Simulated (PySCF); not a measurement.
## UHF on Al⁺ (aluminium, charge +1)

Configuration: [Ne] 3s2, closed-shell 1S. All numbers are calculated (PySCF 2.14, no relativity, point nucleus, in def2-QZVPPD (10s6p5d2f1g, 76 functions)).

| Property | Result |
| --- | --- |
| Total energy | -241.674547 hartree |
| One-electron energy | -332.8490 hartree |
| Hartree (Coulomb) energy | 109.0672 hartree |
| Exchange energy | -17.8928 hartree |
| Kinetic energy | 241.67477 hartree |
| ⟨S²⟩ | 0.0000 |
| ⟨L²⟩ | 0.000 |
| Sum of ⟨r⟩ | 9.941 bohr |
| Sum of ⟨r²⟩ | 17.28 bohr² |
| Density at the nucleus (Gaussians lack the cusp) | 1390 bohr⁻³ |
| Langevin diamagnetic susceptibility | -13.7 ×10⁻⁶ cm³/mol |

```tsv
shell	electrons	mean orbital energy (eV)	rms radius, mean of both spins (bohr)
1s	2	-1600.4	0.139
2s	2	-141.98	0.677
2p	6	-95.856	0.675
3s	2	-17.750	2.61
```
